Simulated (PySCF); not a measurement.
Dissociation curve of AgH, singlet.

Methods: RKS-PBE = PySCF with restricted PBE/def2-SVP, def2 effective core potentials past Kr; UKS-r2SCAN = unrestricted r2SCAN/def2-SVP, def2 effective core potentials past Kr run with PySCF 2.14.0; UCCSD(T) = CCSD(T) on UHF/def2-SVP, def2 effective core potentials past Kr (PySCF).

Energies relative to the lowest point of each curve near equilibrium, in eV:

```json
[
 {"R / Å": "1.28", "RKS-PBE": "1.148", "UKS-r2SCAN": "1.105"},
 {"R / Å": "1.39", "RKS-PBE": "0.420", "UKS-r2SCAN": "0.390"},
 {"R / Å": "1.51", "RKS-PBE": "0.073", "UKS-r2SCAN": "0.058"},
 {"R / Å": "1.59", "RKS-PBE": "0.003", "UKS-r2SCAN": "0.000"},
 {"R / Å": "1.68", "RKS-PBE": "0.024", "UKS-r2SCAN": "0.034"},
 {"R / Å": "1.98", "RKS-PBE": "0.470", "UKS-r2SCAN": "0.524"},
 {"R / Å": "2.17", "RKS-PBE": "0.855", "UKS-r2SCAN": "0.937"},
 {"R / Å": "2.65", "RKS-PBE": "1.764", "UKS-r2SCAN": "1.772"},
 {"R / Å": "3.25", "RKS-PBE": "2.565", "UKS-r2SCAN": "2.208"},
 {"R / Å": "4.01", "RKS-PBE": "3.130", "UKS-r2SCAN": "2.388"},
 {"R / Å": "4.34", "RKS-PBE": "3.272", "UKS-r2SCAN": "2.412"},
 {"R / Å": "6.53", "RKS-PBE": "3.585", "UKS-r2SCAN": "2.436"}
]
```

Task: Predict the corresponding UCCSD(T) column.

Result: 1.28: 1.057; 1.39: 0.377; 1.51: 0.060; 1.59: 0.001; 1.68: 0.025; 1.98: 0.445; 2.17: 0.815; 2.65: 1.629; 3.25: 2.130; 4.01: 2.234; 4.34: 2.242; 6.53: 2.249 (eV).

At the longest distance RKS-PBE leaves fractional charges on the fragments, a sign of delocalisation error or of the restricted form. The restricted form behind RKS-PBE keeps the bonding electrons paired and can't separate into open-shell fragments. The unrestricted determinant behind UKS-r2SCAN is spin-contaminated at 2.44 to 6.53 Å (<S²> up to 1.0, against 0.00 for a pure singlet). The unrestricted determinant behind UCCSD(T) is spin-contaminated at 2.17 to 6.53 Å (<S²> up to 1.0, against 0.00 for a pure singlet).
